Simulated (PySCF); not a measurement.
Magnetic susceptibility: SMILES [O]1C=[CH][GaH2-]1, [C2H4GaO]-, charge -1

Geometry:
```tsv
atom	x (Å)	y (Å)	z (Å)
C1	0.484	-1.465	-0.165
C2	-0.056	-0.221	-0.206
Ga3	-1.832	-1.132	-0.232
O4	-0.353	-2.499	-0.165
H5	1.569	-1.717	-0.131
H6	0.531	0.702	-0.210
H7	-2.693	-1.283	-1.589
H8	-2.765	-1.221	1.081
```

Total charge -1.

Method: GIAO CAM-B3LYP/aug-pcSseg-1 magnetisability, rotational g tensor and spin-rotation constants, non-relativistic, gas phase (PySCF 2.14.0). Geometry: PBE0-D3(BJ)/def2-SVP.

The calculation is non-relativistic, which matters for the atoms heavier than Zn. For an ion the centre-of-mass motion in the field is neglected.

(1) What are the magnetisability and the molar susceptibility?

(2) Split it along the inertial axes a, b, c into diamagnetic and paramagnetic parts about the centre of mass, with the quadrupole moment.

(3) And the rotational g tensor?

## Answers

(1) Isotropic -796 × 10⁻³⁰ J/T², or -48.0 × 10⁻⁶ cm³/mol; principal values -877, -782, -731 × 10⁻³⁰ J/T², anisotropy 128 × 10⁻³⁰ J/T² (root of half the summed squared differences of the principal values). The susceptibility is in cgs units.

(2) 
```csv
axis,χ (10⁻⁶ cm³/mol),diamagnetic (10⁻⁶ cm³/mol),paramagnetic (10⁻⁶ cm³/mol),summed x² of all electrons (Å²),quadrupole Θ (D Å)
a,-44.8,-194.5,149.7,68.2,-2.30
b,-52.1,-345.3,293.2,32.7,+1.67
c,-47.1,-428.3,381.2,13.1,+0.63
```
Anisotropies 2χaa − χbb − χcc = +9.6 and 2χbb − χaa − χcc = -12.3 × 10⁻⁶ cm³/mol. Θ is traceless in Buckingham's convention.

(3) 
| axis | rotational constant (GHz) | g | nuclear part | electronic part |
| --- | --- | --- | --- | --- |
| a | 11.1811 | -0.1883 | 0.5982 | -0.7865 |
| b | 4.6258 | -0.0671 | 0.5701 | -0.6372 |
| c | 3.4319 | -0.0569 | 0.5578 | -0.6146 |

Asymmetric top; isotopes 12C, 69Ga, 1H, 16O; no vibrational averaging.
